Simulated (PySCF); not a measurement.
Isomers of C4H5FN2, one GFN2-xTB conformer each. Single-point energies are computed at PBE0/pcSseg-1 (PySCF, gas phase, no added dispersion term), electronic only.

```
           SMILES  GFN2-xTB relative energy (kJ/mol)
        Cn1ccnc1F                                0.0
   Cc1cc(F)[nH]n1                               59.8
     Cc1cn[nH]c1F                               65.4
C/N=C\[C@H](F)C#N                              236.9
```

Conformers: `[CH3:1]/[N:2]=[CH:3]\[C@H:4]([F:5])[C:6]#[N:7]` with N2–C3–C4–F5 -174°.

Problem. What does PBE0/pcSseg-1 give for the same structures?

Solution. 
```
           SMILES  PBE0/pcSseg-1 E (Eh)  PBE0/pcSseg-1 (kJ/mol)  GFN2-xTB (kJ/mol)  point group
        Cn1ccnc1F            -364.32868                     0.0                0.0           Cs
   Cc1cc(F)[nH]n1            -364.31569                    34.1               59.8           Cs
     Cc1cn[nH]c1F            -364.31254                    42.4               65.4            –
C/N=C\[C@H](F)C#N            -364.26759                   160.4              236.9           C1
```

Both levels put the same isomer lowest; measured from each level's own lowest isomer, the values differ by up to 76.5 kJ/mol (C/N=C\[C@H](F)C#N: 236.9 against 160.4). As drawn, the lowest has an aromatic ring, which the highest lacks; the highest has a C≡N group and a C=N bond, which the lowest lacks. Neighbours under 10 kJ/mol apart (Cc1cc(F)[nH]n1 and Cc1cn[nH]c1F) can change places with a better method, another conformer or zero-point energy.

Problem. Which frontier levels, dipoles and rotational constants go with these structures?

Solution. 
```tsv
SMILES	HOMO (eV, PBE0/pcSseg-1)	LUMO (eV)	dipole (D)	A, B, C (MHz)
Cn1ccnc1F	-6.64	0.66	4.38	4068, 3439, 1886
Cc1cc(F)[nH]n1	-7.11	0.76	0.53	7652, 1977, 1586
Cc1cn[nH]c1F	-6.93	0.65	1.03	3665, 3357, 1771
C/N=C\[C@H](F)C#N	-7.72	-0.97	2.83	3644, 2201, 1493
```

Problem. As an exercise, what shares would exp(−E/RT) give at 1000 K from these electronic energies alone (no entropy, no degeneracies)?

Solution. RT = 8.314 kJ/mol: Cn1ccnc1F 97.8 %, Cc1cc(F)[nH]n1 1.6 %, Cc1cn[nH]c1F 0.6 %, C/N=C\[C@H](F)C#N under 0.1 %.
